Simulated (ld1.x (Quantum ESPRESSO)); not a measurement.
Before and after: TM potential for Sb (Z = 51)

* Element: antimony (Sb)
* Generator: ld1.x (Quantum ESPRESSO) 7.5
* Type: norm-conserving Troullier–Martins (Kleinman–Bylander form)
* Functional: LDA (PZ)
* Relativity: scalar-relativistic
* Frozen core: [Kr]
* Valence charge: 15
* Reference configuration: 4d10 5s2 5p3
* Partial waves: 5s (bound): rc 1.60 bohr; 5p (bound): rc 2.25 bohr; 4d (bound): rc 1.00 bohr
* Local potential: the d channel
* Core correction: none

All-electron outer shells of the reference configuration (LDA (PZ), scalar-relativistic, ld1.x):

```csv
shell,level (eV),outermost node (bohr),outermost maximum (bohr)
4s,-148.49,0.39,0.73
4p,-101.60,0.39,0.76
4d,-33.55,0.38,0.84
5s,-13.09,0.95,1.88
5p,-5.00,1.04,2.32
```

Change: functional PBE.

Cutoffs: the cutoffs (Ry, on a coarse ladder) from which the occupation-weighted sum of valence levels, in a spherical-Bessel basis at the reference potential, stays within 10 and 1 mRy of its value at 400 Ry; they do not see the model core or the augmentation charge, which bear on the density cutoff. Errors are all-electron minus pseudo energies relative to the spin-unpolarised reference configuration.

What does the change do?

The potential gets neither clearly harder nor softer (110 Ry and 140 Ry → 110 Ry and 140 Ry); both files keep a bound ghost (p, s); the number of tests that count goes from 8 to 6; of the 6 tests that both files solve, the error grows in 2 and shrinks in 2 by more than 15 % and 0.3 meV (median size 1.9 → 1.6 meV).

```csv
quantity,base,changed
"cutoff, loose",110 Ry,110 Ry
"cutoff, tight",140 Ry,140 Ry
bound ghosts,"s, p","s, p"
"tests counted (converged, no solver errors)",8 of 9,6 of 7
"error for 4d10 5s2 5p2, meV [ΔE 8.52 → 8.32 eV]",-0.7,-1.0
"error for 4d10 5s2 5p1, meV [ΔE 24.77 → 24.28 eV]",+2.0,+1.0
"error for 4d10 5s2 5p0, meV [ΔE 49.56 → 48.70 eV]",+12,+15
"error for 4d10 5s1 5p3, meV [ΔE 17.34 → 17.05 eV]",+1.9,+1.9
"error for 4d10 5s0 5p5, meV [ΔE 16.65 → 16.43 eV]",-6.3,-5.0
"error for 4d10 5s1 5p4, meV [ΔE 8.21 → 8.11 eV]",-1.6,-1.4
s: phases at 2.46 bohr within 0.05 rad from the reference energy up to (Ry; the scan ends near 5),2.0,2.1
p: phases at 2.46 bohr within 0.05 rad from the reference energy up to (Ry; the scan ends near 5),3.8,3.9
d: phases at 2.46 bohr within 0.05 rad from the reference energy up to (Ry; the scan ends near 5),to the end of the scan,to the end of the scan
```

Base: Tests not counted: 4d9 5s2 5p3 (solver errors, printed error -2027 eV). Changed file: Tests not counted: 4d9 5s2 5p3 (solver errors, printed error -2076 eV). A true bound ghost makes a file unfit for plane-wave use even where its test errors are small: the radial tests pick states by their node count and pass the ghost by. Where a test does run into it, the solver fails or the error is huge.
